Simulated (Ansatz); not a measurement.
`N[SiH2][TeH]`. Total charge 0; spin multiplicity 1. Te takes the def2 core potential. The structure was optimised at the PBE0-D4/def2-TZVP level. It is one conformer, not always the lowest.

```xyz
8

N     1.181    0.719   -0.219
Si   -0.268    0.260    0.572
Te   -1.179   -2.038    0.121
H     2.015    0.166   -0.087
H     1.127    1.053   -1.168
H    -1.291    1.262    0.191
H    -0.042    0.225    2.038
H    -1.542   -1.646   -1.449
```

Q: What is the dipole moment at PBE/def2-TZVPP? (Estimate.)

A: Computed: 1.74 D, with components (1.30, 0.63, -0.97) D in this frame, pointing from negative to positive charge.

Q: And with r2SCAN, B3LYP, ωB97M-V? (An estimate is asked.)

A: The calculation gave: r2SCAN 1.79 D, B3LYP 1.68 D, ωB97M-V 1.73 D.

Q: Give the Mulliken charges with PBE, ωB97M-V, B3LYP in def2-TZVPP. (An estimate is asked.)

A: The calculation gave: 
```json
{"atom": "N1", "PBE": "-0.36", "ωB97M-V": "-0.34", "B3LYP": "-0.38"}
{"atom": "Si2", "PBE": "0.25", "ωB97M-V": "0.26", "B3LYP": "0.33"}
{"atom": "Te3", "PBE": "-0.08", "ωB97M-V": "-0.11", "B3LYP": "-0.08"}
{"atom": "H4", "PBE": "0.15", "ωB97M-V": "0.12", "B3LYP": "0.14"}
{"atom": "H5", "PBE": "0.15", "ωB97M-V": "0.12", "B3LYP": "0.14"}
{"atom": "H6", "PBE": "-0.05", "ωB97M-V": "-0.01", "B3LYP": "-0.06"}
{"atom": "H7", "PBE": "-0.05", "ωB97M-V": "-0.02", "B3LYP": "-0.06"}
{"atom": "H8", "PBE": "-0.02", "ωB97M-V": "-0.01", "B3LYP": "-0.04"}
```

B3LYP here is the variant with VWN-RPA as its local correlation; programs differ in this.
